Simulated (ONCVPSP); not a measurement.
Transferability test, ONCV potential for Sr (Z = 38)

| Item | Value |
| --- | --- |
| Element | strontium |
| Generator | ONCVPSP 4.0.1 |
| Type | optimised norm-conserving Vanderbilt (ONCV) |
| Functional | LDA (Perdew-Wang 92) |
| Relativity | fully relativistic |
| Frozen core | [Ar] 3d10 |
| Valence charge | 10 |
| Reference configuration | 4s2 4p6 4d0.5 5s1.5 |
| Partial waves | 4s+5s: rc 1.85 bohr, ncon 3, nbas 8, qcut 7.4 1/bohr, 2 projectors; 4p: rc 2.50 bohr, ncon 4, nbas 7, qcut 5.9 1/bohr, 2 projectors, debl 3.5 Ha; 4d: rc 2.85 bohr, ncon 3, nbas 6, qcut 3.8 1/bohr, 2 projectors, debl 2 Ha |
| Local potential | polynomial inside 1.60 bohr (lpopt 5, dvloc0 4 Ha) |
| Core correction | Teter function, fcfact 5, rcfact 1.5 |

Open shells are filled in proportion to 2j + 1.

Energies are relative to the spin-unpolarised reference configuration 4s2 4p6 4d0.5 5s1.5; without spin polarisation the order of configurations can differ from experiment. Not all tests gave a result: 1 of 4 tests not solved or not reliable.

```csv
valence configuration,charge,ΔE all-electron (eV),error AE − PS (meV)
4s2 4p6 4d0 5s2,0,-1.148,+1.2
4s2 4p6 4d0 5s1,+1,4.910,+2.5
4s2 4p6 4d1 5s1,0,1.190,+1.1
```

Levels in the configuration 4s2 4p6 4d1 5s1:

| level | all-electron (eV) | pseudo (eV) |
| --- | --- | --- |
| 4s j=1/2 | -39.890 | -39.915 |
| 4p j=3/2 | -21.544 | -21.562 |
| 4p j=1/2 | -22.712 | -22.732 |
| 4d j=5/2 | -0.989 | -0.991 |
| 4d j=3/2 | -1.027 | -1.029 |
| 5s j=1/2 | -3.413 | -3.411 |
